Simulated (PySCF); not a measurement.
State search for AgH

Unrestricted PBE0; basis Ag cc-pVDZ-PP with ECP28, H cc-pVDZ; scalar-relativistic core potentials; PySCF 2.14. Outer shells of the fragments: Ag 4d10 5s1; H 1s1.

Followed along the bond (rough minima from three points):

```
2Ms+1  unpaired  ⟨S²⟩ at the start  R at minimum (Å)  Te (eV)
    1      none               0.00              1.62     0.00
    3      σ ↑↑               2.00  none in the scan   ≤ 2.58
```

Solutions found at the starting distance of 1.655 Å, counted from the lowest of them; the search is not exhaustive and high or unbound solutions are not listed, so other states can lie among these:

```json
{"2Ms+1": "1", "unpaired": "none", "term": "¹Σ⁺", "E (eV)": "0.00", "⟨S²⟩": "0.00", "⟨Lz²⟩": "0.00", "μ (D)": "-2.91"}
{"2Ms+1": "3", "unpaired": "σ ↑↑", "term": "³Σ⁺", "E (eV)": "2.63", "⟨S²⟩": "2.00", "⟨Lz²⟩": "0.00", "μ (D)": "1.76"}
{"2Ms+1": "3", "unpaired": "σ ↑, π ↑", "term": "³Π", "E (eV)": "4.96", "⟨S²⟩": "2.01", "⟨Lz²⟩": "1.02", "μ (D)": "-0.48"}
{"2Ms+1": "1", "unpaired": "σ ↑, π ↓", "term": "mixed", "E (eV)": "5.25", "⟨S²⟩": "1.01", "⟨Lz²⟩": "1.00", "μ (D)": "-0.49"}
{"2Ms+1": "3", "unpaired": "σ ↑, π ↑", "term": "³Π", "E (eV)": "5.31", "⟨S²⟩": "2.00", "⟨Lz²⟩": "1.00", "μ (D)": "-0.26"}
{"2Ms+1": "3", "unpaired": "σ ↑, δ ↑", "term": "³Δ", "E (eV)": "5.38", "⟨S²⟩": "2.01", "⟨Lz²⟩": "4.00", "μ (D)": "-0.23"}
```

A term symbol is given only where ⟨S²⟩ and ⟨Lz²⟩ are close to those of a pure state; real π, δ and φ orbitals otherwise mix terms. A positive dipole means Ag(−)H(+).

The measured ground state is X ¹Σ+ (Huber and Herzberg, Constants of Diatomic Molecules (1979)).

Spin–orbit coupling is left out. Counting both spins, an empty level lies below a filled one in some of these solutions, because spin and occupation are held.
